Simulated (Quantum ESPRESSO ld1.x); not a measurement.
Radial electron density D(r) = 4 pi r^2 rho(r) of an atom or ion with 15 electrons. Calculated with ld1.x of Quantum ESPRESSO 7.5: scalar-relativistic Kohn-Sham, LDA (Slater exchange, Perdew-Zunger correlation), spin-polarised, spherical densities, point nucleus.

r (bohr)  D(r) (e/bohr)   spin D(r)
0.001337          1.407  -0.0000839
0.001483          1.694  -0.0000961
0.001659          2.066   -0.000109
0.001855          2.515   -0.000121
0.002075          3.056   -0.000128
0.002303          3.654   -0.000128
0.002576          4.420   -0.000114
0.002881          5.331  -0.0000754
0.003222          6.411  0.00000317
0.003575          7.586    0.000133
0.003999          9.060    0.000368
0.004473          10.78    0.000754
0.004963          12.60     0.00132
0.005552          14.85     0.00226
0.00621           17.39     0.00371
0.006945          20.23     0.00592
0.007707          23.14     0.00898
0.00862           26.52      0.0138
0.009642          30.14      0.0210
0.01078           33.91      0.0315
0.01197           37.45      0.0456
0.01338           41.21      0.0671
0.01497           44.73      0.0978
0.01674           47.85       0.141
0.01858           50.22       0.196
0.02078           52.04       0.278
0.02324           52.97       0.388
0.02579           52.98       0.522
0.02885           52.11       0.709
0.03227           50.46       0.948
0.03609           48.36        1.24
0.04005           46.37        1.57
0.04479           44.68        1.97
0.0501            43.95        2.41
0.05604           44.59        2.85
0.06218           46.58        3.22
0.06955           50.04        3.52
0.0778            54.34        3.64
0.08632           58.25        3.53
0.09655           61.31        3.13
0.108             62.07        2.45
0.1208            59.78        1.58
0.134             54.80       0.765
0.1499            46.97       0.123
0.1677            37.91      0.0228
0.1876            29.34       0.709
0.2081            23.17        2.12
0.2328            19.25        4.32
0.2604            17.98        6.80
0.2912            18.27        8.93
0.3231            18.60        10.1
0.3614            17.83        10.1
0.4043            15.43        8.83
0.4486            12.08        6.93
0.5017            8.123        4.67
0.5612            4.703        2.71
0.6277            2.314        1.34
0.6965            1.022       0.596
0.7791           0.3514       0.207
0.8714          0.09774      0.0585
0.9747          0.02150      0.0131
1.081          0.004178     0.00259
1.21          0.0005429    0.000345

What is the nuclear charge?

Answer. Z = 42. The innermost maximum, from 1s, lies near gamma/Z bohr with gamma = sqrt(1 - (Z/c)^2) = 0.952, here 0.0227 bohr (found: 0.0246), and its height grows with Z. The density is that of the molybdenum ion Mo27+ in [Ne] 3s2 3p3; the configuration itself is not fixed sharply by these data, and Z only to a few units. D(r) has 3 maxima, at r = 0.0246, 0.105, 0.323 bohr, and minima at 0.0505, 0.265 bohr, inside which lie 2.06, 10.58 electrons.
